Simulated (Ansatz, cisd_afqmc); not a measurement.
Species: CH$_{5}$Ga, charge 0, singlet. CH5Ga (SMILES [CH3][GaH2]).
B3LYP-D3(BJ)/def2-TZVP minimum from Ansatz (a first-principles code):
```xyz
7

Ga     0.0072    -0.2031    -0.3602
H     -1.3158    -0.3355    -1.2064
H      1.3378    -0.8297    -0.9244
C     -0.0211     0.7607     1.3684
H     -0.1021     1.8345     1.1753
H      0.8800     0.5878     1.9555
H     -0.8948     0.4756     1.9571
```

Total energies in cc-pVDZ, 12 correlated electrons, 15 frozen orbitals. UHF or UKS for unpaired electrons; spin-orbit terms are left out. Correlated methods leave the cores frozen (noble-gas shells, and filled d and f shells in the p block). No relativity. AFQMC is phaseless with a CISD trial state; ± is one standard error, without the phaseless bias. Outlying blocks are dropped, and bars are widened where a walk drifts. Over all cases where full CI ran beside it in this data, AFQMC minus full CI had a median of +0.1 mEh and passed +0.4 mEh in a tenth of the cases.

```csv
method,program,energy (Eh),minus CCSDTQ (mEh)
HF,Ansatz,-1963.97338,261.91
MP2,Ansatz,-1964.19300,42.29
CCSD,Ansatz,-1964.22844,6.85
CCSD(T),Ansatz,-1964.23427,1.01
CCSDT(Q),Ansatz,-1964.23529,0.00
CCSDTQ,Ansatz,-1964.23529,0.00
AFQMC/CISD,cisd_afqmc,-1964.2346 ± 0.0003,0.7 ± 0.3
```

Rough core times of Ansatz's runs on a shared machine: CCSD(T) under 20 s, CCSDT(Q) 50 s, CCSDTQ 80 min.
